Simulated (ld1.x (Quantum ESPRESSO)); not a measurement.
# Scattering properties, ultrasoft potential for germanium (Ge)

| Quantity | Value |
| --- | --- |
| Element | Ge (Z = 32) |
| Generator | ld1.x (Quantum ESPRESSO) 7.5 |
| Type | ultrasoft |
| Functional | LDA (PZ) |
| Relativity | scalar-relativistic |
| Frozen core | [Ar] |
| Valence charge | 14 |
| Reference configuration | 3d10 4s2 4p0 (charge +2) |
| Partial waves | 4s (bound): rcut 1.55, rcutus 1.70 bohr; 4s channel at -0.05 Ry: rcut 1.55, rcutus 1.70 bohr; 4p (bound, empty): rcut 1.15, rcutus 1.50 bohr; 4p channel at -0.95 Ry: rcut 1.15, rcutus 1.50 bohr; 3d (bound): rcut 1.25, rcutus 1.45 bohr; 3d channel at -3.05 Ry: rcut 1.25, rcutus 1.45 bohr |
| Local potential | all-electron potential smoothed inside 1.65 bohr (lloc = -2) |
| Core correction | Bessel-smoothed model core inside 0.90 bohr |
| Augmentation charge | PSQ, inside the norm-conserving radii |

The phase is arctan(r·u′/u) with u = r·R(r), unwrapped; energies in Ry, scanned from -6 to 5 Ry. A pole is an energy at which the radial function vanishes at the test radius. The pseudo phase is shifted by a multiple of π to meet the all-electron one at the reference energy, and phase errors are pseudo minus all-electron; the curves can meet again beyond the range given. Levels narrower than the energy grid can be missing from the lists of poles.

```json
{"channel": "s", "radius (bohr)": "1.85", "reference energy (Ry)": "-2.18", "poles, all-electron": "1.72", "poles, pseudo": "1.71", "unbroken range about the reference energy with phases within 0.05 rad": "the whole range", "phase error 1 Ry above the reference energy (rad)": "+0.000"}
{"channel": "p", "radius (bohr)": "1.85", "reference energy (Ry)": "-1.48", "poles, all-electron": "3.39", "poles, pseudo": "3.59", "unbroken range about the reference energy with phases within 0.05 rad": "the whole range", "phase error 1 Ry above the reference energy (rad)": "+0.001"}
{"channel": "d", "radius (bohr)": "1.85", "reference energy (Ry)": "-3.64", "poles, all-electron": "-3.47", "poles, pseudo": "-3.47", "unbroken range about the reference energy with phases within 0.05 rad": "the whole range", "phase error 1 Ry above the reference energy (rad)": "-0.000"}
```

Phases in the s channel:

```tsv
E (Ry)	all-electron	pseudo
-6.00	1.237	1.237
-5.74	1.220	1.220
-5.48	1.201	1.200
-5.22	1.178	1.178
-4.96	1.152	1.151
-4.70	1.120	1.119
-4.44	1.081	1.081
-4.18	1.033	1.033
-3.92	0.972	0.972
-3.66	0.893	0.892
-3.40	0.786	0.786
-3.14	0.640	0.639
-2.88	0.436	0.435
-2.62	0.162	0.161
-2.36	-0.167	-0.167
-2.10	-0.491	-0.491
-1.84	-0.755	-0.755
-1.58	-0.951	-0.951
-1.32	-1.091	-1.091
-1.06	-1.194	-1.194
-0.80	-1.272	-1.272
-0.54	-1.331	-1.331
-0.28	-1.379	-1.379
-0.02	-1.418	-1.418
0.24	-1.451	-1.451
0.50	-1.478	-1.478
0.76	-1.502	-1.502
1.02	-1.524	-1.524
1.28	-1.543	-1.543
1.54	-1.560	-1.560
1.80	-1.576	-1.576
2.06	-1.591	-1.591
2.32	-1.605	-1.605
2.58	-1.618	-1.619
2.84	-1.631	-1.632
3.10	-1.643	-1.645
3.36	-1.656	-1.658
3.62	-1.668	-1.671
3.88	-1.681	-1.685
4.14	-1.694	-1.698
4.40	-1.707	-1.713
4.66	-1.721	-1.729
4.92	-1.735	-1.747
```
